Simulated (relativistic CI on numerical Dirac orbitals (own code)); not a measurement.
## Co⁵⁺: 3p photoemission

Computed with this model: Dirac-Coulomb-Breit CI, separate exchange-only KLI orbitals for each configuration, model QED, valence Slater integrals scaled by 0.8, multiplet model of photoemission in the sudden approximation; configurations [Ar] 3d4 → [Ne] 3s2 3p5 3d4; 300 K; Lorentzian 0.8 eV and Gaussian 0.6 eV FWHM. Energies are those of the free ion, without screening or charge transfer. The energies are binding energies and can lie tens of eV above those of solids. S is read from ⟨S²⟩ = S(S + 1).

Field parameters in Wybourne normalisation: Oh B⁴₀ = 21Dq, B⁴₄ = √(5/14) B⁴₀. The field is a parameter set, without covalency.

free ion: ground-state S = 2.00, centroid 162.93 eV. Peaks (eV, height): 155.0 (93), 158.8 (100), 161.6 (32), 173.8 (29), 180.9 (49).

Oh, 10Dq = 5900 cm⁻¹: ground-state S = 2.00, centroid 162.94 eV. Peaks (eV, height): 155.0 (97), 158.4 (100), 161.5 (39), 174.6 (32), 181.2 (45).

Oh, 10Dq = 16200 cm⁻¹: ground-state S = 2.00, centroid 162.94 eV. Peaks (eV, height): 155.2 (100), 158.4 (97), 161.8 (38), 175.5 (30), 181.8 (37).

Oh, 10Dq = 26550 cm⁻¹: ground-state S = 1.88, centroid 162.96 eV. Peaks (eV, height): 155.4 (91), 158.5 (100), 160.4 (32), 162.0 (30), 165.2 (9), 176.3 (22), 182.5 (26).

Oh, 10Dq = 36900 cm⁻¹: ground-state S = 1.02, centroid 163.14 eV. Peaks (eV, height): 158.0 (100), 158.8 (89), 160.9 (34), 163.2 (16), 164.7 (18), 166.7 (19), 170.0 (12), 176.4 (7), 181.8 (8).

Strongest unbroadened transitions for Oh, 10Dq = 26550 cm⁻¹:

| Energy (eV) | Relative strength |
| --- | --- |
| 155.04 | 22.4 |
| 155.07 | 25.4 |
| 155.26 | 21.8 |
| 155.27 | 100.0 |
| 155.29 | 61.5 |
| 155.54 | 34.5 |
| 155.58 | 35.4 |
| 155.60 | 92.5 |
| 155.63 | 50.2 |
| 158.01 | 37.4 |
| 158.03 | 31.4 |
| 158.06 | 69.8 |
| 158.24 | 24.6 |
| 158.60 | 23.7 |
| 158.61 | 80.5 |
| 158.63 | 86.1 |
| 159.04 | 44.9 |
| 159.19 | 20.7 |
